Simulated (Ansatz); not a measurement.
`C[O][Bi]([F])[Cl]` + H–F → `C[O][Bi]([F])[F]` + HCl at 400 K and 1 bar (ligand exchange at a Bi–Cl bond).

Calculated with Ansatz (gas phase, PBE0-D4/def2-TZVP geometries, no zero-point term in ΔE). CCSD(T)/CBS is the MP2 limit (def2-TZVPP, def2-QZVPP) plus CCSD(T) − MP2 in def2-TZVPP, frozen cores. This one scheme is used for every species. def2 core potentials past Kr. For Bi outer-core shells are correlated without core-valence functions, which leaves a few kJ/mol of doubt a bond. Each species was taken in one conformer, which may not be the lowest.

| species | CCSD(T)/CBS energy (Eh) | H − E (kJ/mol) | S (J/(mol·K)) |
| --- | --- | --- | --- |
| `C[O][Bi]([F])[Cl]` | -888.84962 | 149.6 | 415.5 |
| H–F | -100.39570 | 36.5 | 182.2 |
| `C[O][Bi]([F])[F]` | -528.85120 | 150.4 | 406.5 |
| HCl | -460.38127 | 29.6 | 195.4 |

H − E and S are ideal-gas, rigid-rotor, harmonic terms from PBE0-D4/def2-TZVP, for one conformer and one mirror image of each species. 1 Eh = 2625.50 kJ/mol, R = 8.31446 J/(mol·K).

**Question.** By hand: ΔE, ΔH, ΔS and ΔG.

**Answer.** ΔE = (-528.85120) + (-460.38127) − (-888.84962) − (-100.39570) = 0.01285 Eh = 33.7 kJ/mol. Δ(H − E) = 150.4 + 29.6 − 149.6 − 36.5 = -6.1, so ΔH = 27.6 kJ/mol. ΔS = 406.5 + 195.4 − 415.5 − 182.2 = 4.2 J/(mol·K). ΔG = 27.6 − 400 × (4.2)/1000 = 25.9 kJ/mol.

**Question.** By hand: the equilibrium constant, and the temperature at which ΔG would vanish if ΔH and ΔS stayed fixed.

**Answer.** log₁₀ K = −ΔG/(RT ln 10) = -3.4. ΔG = 0 at ΔH/ΔS = 6571 K, far beyond where these terms or the molecules hold.

The number of gas molecules stays the same, so ΔS is small and ΔH decides. A doubt of 5 kJ/mol in ΔE shifts log₁₀ K by 0.7 here. Other conformers and mirror images would add mixing entropy, several J/(mol·K) or more a flexible species. These are equilibria of isolated gas molecules and say nothing of rates. Largest T1 diagnostic: 0.016 (customary marks: 0.02 for closed shells, 0.045 for open ones).
